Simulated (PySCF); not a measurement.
These compounds are isomers of formula C₆H₁₁NOSi.

A. `C=CCC(=O)C(=C)[SiH2]N`
B. SMILES [H]/N=C\C=C/C(=O)CC[SiH3]
C. SMILES C[C@@H](O)[C@H]1[SiH2]C[C@H]1C#N

Spectrum 1. ¹H NMR (500 MHz, computed): δ 4.76 (m, 1H), 4.69 (m, 1H), 4.67 (m, 1H), 3.45 (m, 1H), 2.23 (m, 1H), 1.86 (m, 1H), 1.54 (m, 1H), 1.06 (d, 3H), 0.71 (br s, 1H). ¹³C{¹H} NMR (computed): δ 127.7 (C), 72.9 (CH), 38.5 (CH), 26.5 (CH), 25.3 (CH3), 12.6 (CH2).

Spectrum 2. ¹H NMR (500 MHz, computed): δ 7.41 (br s, 1H), 6.58 (br s, 1H), 6.27 (m, 1H), 5.65 (m, 1H), 5.49 (m, 1H), 5.02 (s, 2H), 3.61 (d, 2H), -0.05 (br s, 2H). ¹³C{¹H} NMR (computed): δ 208.3 (C), 156.2 (C), 148.8 (CH2), 146.3 (CH), 124.9 (CH2), 52.0 (CH2).

Spectrum 3. ¹H NMR (500 MHz, computed): δ 14.40 (br s, 1H), 8.38 (d, 1H), 6.49 (d, 1H), 6.29 (m, 1H), 4.23 (t, 3H), 2.83 (t, 2H), 0.78 (m, 2H). ¹³C{¹H} NMR (computed): δ 210.9 (C), 163.7 (CH), 143.8 (CH), 139.4 (CH), 43.2 (CH2), 4.6 (CH2).

PySCF 2.14 calculation with coordinates at the GFN2-xTB level and NMR shieldings at PBE0/pcSseg-1/GIAO; relativity neglected, in vacuum, averaged over atoms made equivalent by symmetry, fast rotation or ring inversion, a single conformation.

Shifts are taken against calculated references (same method and geometry level): ¹H (σref 31.72), ¹³C (σref 186.93) against TMS. Where no couplings were computed, multiplicities follow the n + 1 count of equivalent neighbours, and m marks all less simple cases (inequivalent or close neighbours, rings, F or P nearby). Shifts are as computed. Against solution values, carbons near 30 ppm lie about +3 ppm off and those near 130 ppm about +5 ppm. Of 1309 compounds with measured shifts, 239 miss one by over three times the rms of a fit or turn the order of signals round; such compounds aren't used in these exercises. OH and NH positions are gas-phase values without hydrogen bonding to other molecules.

**Question.** Match each spectrum to its structure.

**Answer.** 1–C, 2–A, 3–B.

- Spectrum 1 (C): 6 ¹³C signals; δC 127.7 is a nitrile carbon; δC 72.9 is an sp3 CH bonded to O.
- Spectrum 2 (A): 6 ¹³C signals; δC 208.3 is a ketone carbonyl carbon; δC 156.2 is an α carbon of a C=C–C=O unit.
- Spectrum 3 (B): 6 ¹³C signals; δC 210.9 is a ketone carbonyl carbon; δC 143.8 is a β carbon of a C=C–C=O unit.
